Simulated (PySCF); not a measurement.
**Spin states and ions at one geometry of [Au(O2)2]−**

PySCF 2.14.0, UKS TPSS, Au def2-SVP with ECP60, O def2-SVP; non-relativistic Hamiltonian with scalar-relativistic core potentials where named; density fitting; no spin-orbit coupling; singlets restricted, open shells unrestricted. The geometry is relaxed for charge -1, triplet, vacuum:

```xyz
5

Au   -0.0115    0.2694   -0.0002
O     0.2039    0.3108    2.0448
O    -0.4314   -0.6515    2.6985
O     0.3972   -0.6554   -2.6982
O    -0.2242    0.3168   -2.0448
```

Energies count from the relaxed state; an electron taken off or put on is at rest in vacuum. Charges and spins are Mulliken's.

| state | energy (eV) | spin squared | charge on Au1 (e) | spin on Au1 (e) | dipole about the centre of mass (D) |
| --- | --- | --- | --- | --- | --- |
| charge -1, triplet, vacuum | 0.00 | 2.01 | 0.01 | 0.03 | 1.40 |
| charge -1, singlet, vacuum | 0.95 | 0.00 | 0.03 | 0.00 | 1.58 |
| charge -1, quintet, vacuum | 2.84 | 6.01 | -0.42 | 0.84 | 0.26 |
| charge 0, doublet, vacuum | 2.96 | 1.76 | 0.29 | 0.12 | 0.22 |

Problem. What does the state charge 0, quartet, vacuum give?

Solution. energy (eV) 2.65, spin squared 3.77, charge on Au1 (e) 0.28, spin on Au1 (e) 0.00, dipole about the centre of mass (D) 0.18.

With an electron taken off (quartet, the lower of the two states computed) the charges change, summed by element, by Au +0.27 e, O +0.73 e. The vertical ionisation energy is 2.65 eV, against −ε(HOMO) = -0.52 eV over both spins of the relaxed state. The level lies 3.2 eV too high, as is usual for semilocal functionals and global hybrids, which keep a self-interaction error.

Open shells may have lower solutions than those found. Hard to converge, so the more doubtful: charge -1, singlet, vacuum; charge -1, quintet, vacuum; charge 0, doublet, vacuum; charge 0, quartet, vacuum. Strongly mixed with higher spins, so no pure states, and their order against close states isn't settled: charge 0, doublet, vacuum. A restricted singlet can lie too high where a spin-broken solution exists, which wasn't tested: charge -1, singlet, vacuum. The basis has no diffuse functions, which an anion needs.

No frequency check is given that shows the relaxed geometry to be a minimum.
